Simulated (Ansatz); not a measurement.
Isolated molecules relaxed with PBE0-D4/def2-TZVP in Ansatz; ΔE leaves out vibrations. CBS: MP2 limit from def2 TZ/QZ plus the TZ coupled-cluster correction, frozen cores. Functionals use def2-TZVPP. B3LYP here is the variant with VWN-RPA as its local correlation; programs differ in this. Each species was taken in one conformer, which may not be the lowest.

`O=COC(F)[SiH3]` → `C=C[Si](O)(O)F`  (isomerisation)

| level | ΔE (kJ/mol) | difference from CCSD(T)/CBS |
| --- | --- | --- |
| PBE-D4 | -464.7 | 69.6 |
| r2SCAN-D4 | -501.2 | 33.1 |
| PBE0-D4 | -490.5 | 43.8 |
| B3LYP-D4 | -500.6 | 33.7 |
| ωB97M-V | -510.3 | 24.0 |
| B2PLYP | -511.8 | 22.5 |
| PBE | -462.1 | 72.2 |
| r2SCAN | -500.7 | 33.6 |
| PBE0 | -488.3 | 46.0 |
| HF/def2-TZVPP | -521.7 | 12.6 |
| MP2/def2-TZVPP | -538.5 | -4.2 |
| SCS-MP2/def2-TZVPP | -524.6 | 9.7 |
| CCSD(T)/def2-TZVPP | -517.3 | 17.0 |
| MP2/def2-QZVPP | -549.7 | -15.4 |
| HF/CBS(def2) | -526.7 | 7.6 |
| MP2/CBS(def2) | -555.4 | -21.1 |
| CCSD(T)/CBS | -534.3 | 0 |

Largest T1 diagnostic among the species: 0.015.

The D4 term adds −4.5 kJ/mol with B3LYP and −2.2 kJ/mol with PBE0; it sums over pairs of atoms, weighted by their polarisabilities, and B3LYP, whose exchange is more repulsive, gets the larger term. From PBE to PBE0 (25 % exact exchange), in def2-TZVPP and without D4, ΔE moves by −26.2 kJ/mol.
